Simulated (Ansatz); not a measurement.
Input file for Ansatz (an electronic-structure program): R-CCSD(T)/def2-TZVPP on H3NPbS (SMILES [NH2][Pb][SH]), a point of a torsion scan. Elements past Kr take the def2 small-core potentials; no spin–orbit coupling. The run froze 15 orbitals, filled d shells among them.

Ansatz 0.2 input:
```yaml
crystal:
  periodic: [false, false, false]
  atoms:
    - {symbol: N, position_ang: [-1.30208248, 0.08348704, 0.12045857]}
    - {symbol: Pb, position_ang: [0.13605612, -1.13321186, 1.09620496]}
    - {symbol: S, position_ang: [2.09317666, -0.41163501, -0.41644205]}
    - {symbol: H, position_ang: [-2.28427872, 0.15976172, 0.33244330]}
    - {symbol: H, position_ang: [-1.12528122, 0.67976171, -0.67196314]}
    - {symbol: H, position_ang: [2.48521639, 0.61855389, 0.31582817]}
basis:
  gaussian:
    orbitals: def2-TZVPP
magnetization: {spin_polarized: false}
correlation: {method: ccsd_t, electrons: outside_noble_gas}
scf: {lower_state_search: off}
```

Program output:

```
WARN ansatz: RAYON_NUM_THREADS=1 ignored (pool sized by the plan → 1); use --threads N
Functional definition: HF
these checks for a lower state are left out or cut short: stability, starts, cluster_reference, orbital_swaps, neighbouring_geometries, increment
integrals: 0.46 GiB planned
1150 factors; integrals over basis functions are off by at most 6.7e-4 eV
mean field: 0.48 GiB planned
mean field evaluation 1: about -17564.3387 eV, gradient 4.2e1 eV
mean field evaluation 2: about -17564.3676 eV, gradient 4.2e1 eV
mean field evaluation 4: about -17568.4353 eV, gradient 3.8e0 eV
mean field evaluation 8: about -17568.5055 eV, gradient 4.3e-1 eV
mean field evaluation 16: about -17568.5074 eV, gradient 1.6e-6 eV
mean field -17568.50744604 eV, -645.6307402798 hartree, gradient 1.6e-6 eV, S^2 0.000000; 0 other end points of the search recorded, 0 dependent functions left out
15 core orbitals not correlated
reference -17568.50744604 eV, -645.6307402798 hartree; 9, 9 occupied and 141, 141 virtual orbitals, 1150 factors
second order -13.05336899 eV of doubles, -0.00000000 eV of singles
coupled cluster: 1.35 GiB planned
cycle   1  -13.41065713 eV  change   -3.6e-1 eV  update   9.6e-2
cycle   2  -13.73674187 eV  change   -3.3e-1 eV  update   3.3e-2
cycle   3  -13.84385239 eV  change   -1.1e-1 eV  update   2.2e-2
cycle   4  -13.83799181 eV  change    5.9e-3 eV  update   8.0e-3
cycle   5  -13.83575153 eV  change    2.2e-3 eV  update   4.7e-3
cycle   6  -13.83639065 eV  change   -6.4e-4 eV  update   1.7e-3
cycle   7  -13.83597143 eV  change    4.2e-4 eV  update   5.7e-4
cycle   8  -13.83609827 eV  change   -1.3e-4 eV  update   1.6e-4
cycle   9  -13.83612698 eV  change   -2.9e-5 eV  update   5.7e-5
cycle  10  -13.83610252 eV  change    2.4e-5 eV  update   2.0e-5
cycle  11  -13.83611001 eV  change   -7.5e-6 eV  update   8.6e-6
perturbative correction -0.62049283 eV, -0.0228026908 hartree
Total energy: -17582.96404888 eV, -646.1620106352 hartree
Checks for a lower state left out: stability, starts, cluster_reference, orbital_swaps, neighbouring_geometries, increment
```

The run converged.

Cost: roughly 20 core-seconds.
